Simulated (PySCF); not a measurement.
Orbital energies, ionisation energy and electron affinity

Species: C6H5NOSe.
Geometry (PBE0-D3(BJ)/def2-SVP, Å), atoms numbered from 1 in this order:
```xyz
14
C6H5NOSe angstrom
C      4.132   -0.018    0.733
C      2.935    0.141    0.603
C      1.551    0.370    0.454
C      0.540   -0.545    0.326
C     -0.747    0.080    0.196
O     -1.822   -0.697    0.063
C     -3.064   -0.037   -0.062
N     -0.834    1.381    0.210
Se     0.808    2.095    0.403
H      5.190   -0.168    0.847
H      0.681   -1.625    0.325
H     -3.075    0.619   -0.947
H     -3.822   -0.823   -0.163
H     -3.273    0.582    0.824
```

Level: B3LYP/def2-SVPD (PySCF). Frontier orbitals with their largest atomic shares (Löwdin; up to four atoms above 4 %):

```csv
orbital,ε (eV),main atoms
HOMO−3,-8.66,"N8 40 %, C2 14 %, C1 13 %, Se9 13 %"
HOMO−2,-7.86,"C1 26 %, N8 26 %, C2 24 %, Se9 7 %"
HOMO−1,-7.15,"C4 22 %, C1 20 %, C3 16 %, C2 15 %"
HOMO,-6.51,?
LUMO,-1.91,"C3 19 %, C4 16 %, C1 14 %, Se9 14 %"
LUMO+1,-0.87,"Se9 66 %, N8 12 %, C3 9 %"
LUMO+2,-0.25,"Se9 26 %, C1 25 %, C2 20 %, C3 9 %"
```

Task: What vertical ionisation energy does ΔSCF give, and how far is −ε(HOMO) from it?

Result: ΔSCF: 8.48 eV (818 kJ/mol; threshold wavelength 146 nm); ⟨S²⟩ of the doublet left behind is 0.758, against 0.75 for a pure doublet. −ε(HOMO) is 6.51 eV, 1.97 eV below it. For the exact functional −ε(HOMO) would equal the first vertical ionisation energy; B3LYP (global hybrid, 20 % exact exchange) falls short of its own ΔSCF value by 23 %.

Task: On which atoms does the HOMO lie?

Result: Se9 (selenium bonded to C and N) 44 %, O6 (aryl ether oxygen) 15 %, N8 (pyridine-type nitrogen) 11 %, C5 (aromatic carbon bearing oxygen) 9 %. The HOMO−1 lies 0.64 eV lower.

Task: And the vertical electron affinity, the fundamental gap, Mulliken's electronegativity and the hardness (with the factor ½)?

Result: EA = 0.10 eV by ΔSCF (−ε(LUMO) = 1.91 eV). IE − EA = 8.38 eV against an orbital gap of 4.60 eV; (IE + EA)/2 = 4.29 eV; (IE − EA)/2 = 4.19 eV. Parr's electrophilicity index (IE + EA)²/[8(IE − EA)] is 1.10 eV.

Task: With α = 112.5 au, estimate the like-pair dispersion coefficient by London's formula C6 = (3/4)α²I.

Result: I = 0.3116 Eh, so C6 ≈ 2960 au, a rough estimate.

Task: What total energies stand behind the ΔSCF value?

Result: E(N) = -2762.57733 Eh and E(N − 1) = -2762.26568 Eh at the same geometry, 0.31165 Eh apart. With one more electron, E(N + 1) = -2762.58115 Eh.

Task: How many of the 10 lowest singlet excitations (vertical TDDFT, same level) lie below the ionisation energy?

Result: All 10; they run from 4.15 to 6.11 eV.

Isolated species at its PBE0-D3(BJ)/def2-SVP geometry (one conformer only). The calculation is non-relativistic, for selenium too.

These values come from a run that also computed excited states and ΔSCF ions. The run took 4.1 min of wall time on one thread, Arm Neoverse V1, no GPU (shared host).
